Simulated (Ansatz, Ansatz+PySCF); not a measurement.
```xyz
9

S    -0.0007    0.0099    1.1902
C    -0.0048    1.2347    0.0057
C    -0.0088   -1.2393   -0.0052
C    -0.0053    0.7036   -1.2693
C    -0.0001   -0.7024   -1.2725
H    -0.0070    2.2767    0.2958
H    -0.0051   -2.2773    0.2870
H     0.0079    1.3262   -2.1657
H    -0.0081   -1.3250   -2.1775
```

Basis set: def2-SVP (spherical functions). Left uncorrelated: 9 orbitals. Charge 0, multiplicity 1.

Computed with Ansatz (development build ahead of 0.2.0); each method stands on the lowest determinant of its kind that the runs found. Restricted open shells among the atoms or ions are ROHF, correlated in semicanonical orbitals with singles.

The atomization energy at this shape (free ground-state atoms in the same class of orbitals less the molecule, no zero-point energy) of singlet C₄H₄S:

```tsv
method	atomization energy
RHF-MP2	40.78 eV
UHF-MP2	40.39 eV
UHF	30.52 eV
```

(1) What does RHF give?

## Answers

(1) 31.05 eV. Caution for UHF-MP2: another reference gives a lower total. Caution for UHF-MP2, UHF: the unrestricted determinant is spin contaminated.
